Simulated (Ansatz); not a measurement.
This geometry of CH₅BCl₂O (10 atoms, charge 0, multiplicity 1) is a first-order saddle point.

Level of theory: RKS PBE0-D4/def2-SVP (Ansatz).

```xyz
10
Properties=species:S:1:pos:R:3
B -0.013 -0.264 -0.095
Cl -0.311 -0.120 2.161
H 0.990 0.379 -0.210
Cl -1.469 0.210 -0.975
O 0.176 -1.694 0.163
C -0.795 -2.668 -0.215
H -0.392 -3.651 0.061
H -1.750 -2.490 0.302
H -0.957 -2.622 -1.299
H 0.079 -1.352 1.362
```

Question: Which two structures does it join? (They come from a converged band through this point; their orientation in space is the band's.)

Answer: Bonds broken: B1–Cl2, O5–H10. Bonds formed: Cl2–H10. CH5BCl2O becomes CH4BClO + ClH.

First end point:

```xyz
10
Properties=species:S:1:pos:R:3
B -0.114 -0.146 0.194
Cl 0.388 0.629 1.766
H 0.690 -0.074 -0.704
Cl -1.830 0.251 -0.306
O -0.120 -1.708 0.612
C -0.658 -2.690 -0.283
H -0.494 -3.683 0.154
H -1.722 -2.493 -0.470
H -0.093 -2.594 -1.217
H -0.489 -1.765 1.509
```

Last end point:

```xyz
10
Properties=species:S:1:pos:R:3
B -0.239 -0.210 -0.807
Cl 0.263 -1.341 3.212
H 0.203 0.869 -0.516
Cl -0.753 -0.541 -2.457
O -0.331 -1.150 0.149
C -0.830 -2.466 -0.043
H -0.194 -3.020 -0.749
H -0.815 -2.960 0.937
H -1.859 -2.439 -0.432
H 0.114 -1.013 1.962
```

Question: How far does it lie above each of them?

Answer: 18.0 kcal/mol above the first and 19.1 kcal/mol above the second. This is the barrier of this one path; another mechanism may lie lower. The orbitals stay closed-shell, which can raise the energy where a bond breaks towards radicals; this wasn't checked here.

Time of the run: 4.4 min on 2 threads of Intel(R) Xeon(R) 6975P-C (Granite Rapids), with other jobs on the host, peak memory 0.26 GiB.
